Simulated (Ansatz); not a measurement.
Which level was it?

GaSiH4F has 7 atoms, charge 0, and is taken as a singlet. SMILES: `[F][GaH][SiH3]`. The shape is that of a PBE0-D4/def2-TZVP optimisation.

```jsonl
{"atom": "F", "x (Å)": "0.2316", "y (Å)": "-2.1521", "z (Å)": "1.3422"}
{"atom": "Ga", "x (Å)": "0.0191", "y (Å)": "-0.4000", "z (Å)": "1.2793"}
{"atom": "Si", "x (Å)": "-0.0297", "y (Å)": "0.4508", "z (Å)": "-0.9708"}
{"atom": "H", "x (Å)": "-0.0969", "y (Å)": "0.2354", "z (Å)": "2.7047"}
{"atom": "H", "x (Å)": "-1.1961", "y (Å)": "-0.1257", "z (Å)": "-1.6916"}
{"atom": "H", "x (Å)": "-0.1444", "y (Å)": "1.9334", "z (Å)": "-0.9830"}
{"atom": "H", "x (Å)": "1.2164", "y (Å)": "0.0581", "z (Å)": "-1.6808"}
```

A calculation with Ansatz 0.2.0 gave:

| Property | Result |
| --- | --- |
| total energy | -2316.1261 Eh |
| HOMO energy | -7.11 eV |
| LUMO energy | -2.45 eV |
| HOMO–LUMO gap | 4.66 eV |

**Question.** Which of these levels gave the numbers?
A. r2SCAN/def2-SVP
B. BLYP/def2-SVP
C. B3LYP/def2-SVP
D. PBE/def2-SVP

**Answer.** A. The others give -2316.2493 Eh (BLYP/def2-SVP), -2316.2776 Eh (B3LYP/def2-SVP), -2315.6560 Eh (PBE/def2-SVP).
